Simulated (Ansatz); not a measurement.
Geometry optimisation, RKS CAM-B3LYP-D4/def2-SVP (Ansatz 0.2.0).

input.yaml

```yaml
crystal:
  periodic: [false, false, false]
  atoms:
    - { symbol: Zn, position_ang: [0.238001, -0.868445, -0.857036] }
    - { symbol: O, position_ang: [1.210297, 0.463001, -0.037273] }
    - { symbol: Cl, position_ang: [-0.81998, -2.218517, -2.053746] }
    - { symbol: H, position_ang: [-0.582668, 1.372886, 0.995826] }
    - { symbol: Cl, position_ang: [-1.831325, 1.06439, 1.262723] }
    - { symbol: H, position_ang: [1.785775, 0.186785, 0.689307] }
basis:
  gaussian: { orbitals: def2-SVP }
hamiltonian:
  xc: cam_b3lyp
  dispersion: d4
relax:
  f_tol: 0.03
  max_steps: 50
```

Command:

```bash
$ ansatz run input.yaml --threads 2 --pin off --max-ram 3072MiB --backend cpu --events-out ev --progress --plain --runs-dir out
```

Question: Where does it end, and by what steps?

Answer: It converged. The force dipped under the threshold on the way, but the program's further checks kept it going. After 17 steps the energy has fallen by 1.596 eV; H4 moved furthest, 1.37 Å. Parted: H4–Cl5. Joined: Zn1–Cl5, O2–H4.

```
step  energy less start (eV)  largest force component (eV/Å)  accepted
   0                  0.0000                           1.006       yes
   1                 -0.1621                           0.630       yes
   2                 -0.2541                           0.391       yes
   3                 -0.3289                           0.511       yes
   4                 -0.3301                           1.143       yes
   5                 -0.4419                           0.727       yes
   6                 -0.7746                           1.582       yes
   7                 -1.2801                           0.921       yes
   8                 -1.4305                           1.951       yes
   9                 -1.5379                           0.435       yes
  10                 -1.5499                           0.895       yes
  11                 -1.5839                           0.301       yes
  12                 -1.5819                           0.187        no
  13                 -1.5947                           0.033       yes
  14                 -1.5953                           0.011       yes
  15                 -1.5957                           0.092       yes
  16                 -1.5959                           0.039       yes
  17                 -1.5961                           0.002       yes
```

```xyz
6
Properties=species:S:1:pos:R:3
Zn -0.869 -0.410 -0.460
O 0.866 0.472 0.255
Cl -0.242 -1.978 -1.750
H 0.746 1.053 1.020
Cl -2.246 0.788 0.651
H 1.746 0.073 0.285
```

Whether the end is a true minimum wasn't checked by a vibrational analysis.

Time of the run: 57 s on 2 threads of Arm Neoverse V1 (shared host), peak memory 0.23 GiB.
